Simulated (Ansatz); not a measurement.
The lowest singlet and triplet of NH (SMILES [NH]); geometries from B3LYP-D3(BJ)/def2-TZVP, each state relaxed from the structure named, with no frequency check, low spin by broken symmetry.
Singlet (charge 0, multiplicity 1):
```xyz
2

N      0.000     0.000    -0.130
H      0.000     0.000     0.911
```
Triplet (charge 0, multiplicity 3):
```
atom   x (Å)   y (Å)    z (Å)
----  ------  ------  -------
N     0.0000  0.0000  -0.1302
H     0.0000  0.0000   0.9116
```

```
level                                     gap E(singlet) − E(triplet), adiabatic (kJ/mol)  cost
----------------------------------------  -----------------------------------------------  ----
R-HF/cc-pVQZ                                                                        279.3     -
R-PBE/def2-TZVPP                                                                    226.2    ×1
U-PBE/def2-TZVPP (spin-contaminated)                                                 54.6    ×2
R-r2SCAN/def2-TZVPP                                                                 251.7    ×2
R-B3LYP/def2-TZVPP                                                                  211.8  ×0.8
U-B3LYP/def2-TZVPP (spin-contaminated)                                               52.8    ×2
U-wB97X-V/def2-TZVPP (spin-contaminated)                                             58.0    ×5
U-wB97M-V/def2-TZVPP (spin-contaminated)                                             76.0    ×5
R-SCS-MP2/cc-pVTZ                                                                   203.6     -
R-CCSD(T)/cc-pVDZ                                                                   197.3    ×1
R-CCSD(T)/cc-pVQZ                                                                   182.3    ×8
R-CCSDT/cc-pVTZ                                                                     162.8     -
R-CCSDT(Q)/cc-pVDZ                                                                  176.2    ×4
SA-CASSCF(6,5)/cc-pVDZ                                                              194.0     -
SA-CASSCF(6,5)/cc-pVTZ                                                              185.4     -
SC-NEVPT2 on SA-CASSCF(6,5)/cc-pVQZ                                                 158.1     -
FIC-MRCISD+Q on SA-CASSCF(6,5)/cc-pVDZ                                              176.0     -
FIC-MRCISD+Q on SA-CASSCF(6,5)/cc-pVTZ                                              159.4     -
FIC-MRCISD+Q on SA-CASSCF(6,5)/cc-pVQZ                                              153.8     -
FCI/cc-pVDZ                                                                         176.4    ×3
```

The rows run from 52.8 (U-B3LYP/def2-TZVPP (spin-contaminated)) to 279.3 kJ/mol (R-HF/cc-pVQZ). From cc-pVDZ to cc-pVQZ R-CCSD(T) changes by -15.0. The 3 R-functionals in def2-TZVPP without D3 or D4 span 39.8, from R-B3LYP to R-r2SCAN.

A positive gap puts the triplet lower; no zero-point energy. R- takes a restricted singlet, here one determinant of a half-filled degenerate or near-degenerate pair, which mixes singlet states. U- takes an unrestricted singlet (broken symmetry where lower, unprojected). The triplet is unrestricted in single-reference levels. Active spaces average the two states.

Correlated levels freeze the cores.

Doubts at one or more of the structures used: a restricted determinant that unrestricted orbitals would lower (R-HF/cc-pVQZ, R-PBE/def2-TZVPP, R-r2SCAN/def2-TZVPP, R-B3LYP/def2-TZVPP, R-SCS-MP2/cc-pVTZ, R-CCSD(T)/cc-pVDZ, R-CCSD(T)/cc-pVQZ, R-CCSDT/cc-pVTZ, R-CCSDT(Q)/cc-pVDZ); other coupled-cluster roots lie near (R-CCSDT/cc-pVTZ, R-CCSDT(Q)/cc-pVDZ).

Codes used: Ansatz (Gaussian basis) for Hartree–Fock, density functionals and correlated methods. Each number belongs to the level named beside it.

Costs are rough ratios of core time to R-PBE/def2-TZVPP (about 1.1 s over the structures, on one shared machine); a dash marks a level with no comparable run of its own.

Ansatz is an electronic-structure program.
